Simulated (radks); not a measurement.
The numbers below are computed, except where a source is named.
Initial-state core-level shifts of neutral ytterbium when its valence configuration changes from [Xe] 4f14 6s2. Code: a radial shooting solver on a logarithmic mesh with Libxc functionals. Model: Dirac Kohn-Sham, PBE, spin-unpolarised, spherical densities, finite nucleus; open shells fill j = l - 1/2 first; Fermi nuclear charge, rms radius 5.3108 fm. Shifts are changes of the shell-averaged eigenvalues in eV (positive: less bound); the change of the density at the nucleus, which sets a Mossbauer isomer shift, is in e/bohr^3, on a base of 1.027e+06.

valence                2s       3d       4d       5s  density at nucleus
4f13 6s2 6p1      -10.076  -10.679  -10.289   -7.346               +69.5
4f11 6s2 6p3      -35.535  -37.921  -35.543  -23.406              +253.0
4f13 6s1 6p2      -11.307  -11.902  -11.519   -8.587               +25.0
4f12 5d2 6s2      -14.835  -16.336  -15.133   -8.157              +107.7
4f11 5d3 6s2      -23.411  -25.955  -23.612  -11.947              +169.9
4f10 5d1 6s2 6p3  -45.501  -49.102  -45.142  -27.546              +325.7
4f10 5d2 6s2 6p2  -40.801  -44.474  -40.568  -23.275              +293.4
4f14 6s1 6p1       -1.347   -1.329   -1.345   -1.410               -32.5
4f10 5d2 6s1 6p3  -42.246  -45.920  -42.012  -24.701              +224.7
